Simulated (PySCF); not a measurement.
Al(Me)(OH) (CH4AlO), SMILES [CH3][Al+][OH], charge +1. Atoms are numbered in the order given.

```xyz
7

Al     0.0000     0.0000     0.0940
C      0.0000     0.0000    -1.8188
H     -0.8934    -0.5158    -2.1797
H      0.8934    -0.5158    -2.1797
H      0.0000     1.0317    -2.1797
O      0.0000     0.0000     1.6970
H      0.0000     0.0000     2.6539
```
Charge +1, spin multiplicity 1.

The structure is a stationary point at TPSSh-D3(BJ)/def2-TZVP. The multiplicity is an assumed one; other spin states were not compared. The isomer is the one that the SMILES or the coordinates give; other isomers of the formula were not compared. Other conformers were not sampled.

All values below come from PySCF with TPSSh-D3(BJ)/def2-TZVP.

Frequencies are harmonic and unscaled.

Modes within 1.5 cm⁻¹ of each other (mostly degenerate sets) share a row, with their intensities summed.

Task: Give all harmonic wavenumbers and intensities. (An estimate is asked for; the answer gives what the named calculation found.)

Result: 
```
mode   ν (cm⁻¹)  IR (km/mol)  moving atoms (share of kinetic energy)
-----  --------  -----------  --------------------------------------
1–2         116        237.9                 Al 40 %, O 34 %, H 19 %
3–4         197        133.2                         H 86 %, Al 10 %
5           593          0.6                  C 60 %, O 19 %, H 13 %
6–7         742        108.7                          H 80 %, C 16 %
8          1092        133.1                         O 47 %, Al 47 %
9          1233          0.3                          H 85 %, C 15 %
10–11      1435          4.5                                  H 95 %
12         3032         13.1                                  H 98 %
13–14      3126         24.6                           H 91 %, C 9 %
15         3942        465.2                                  H 93 %
```
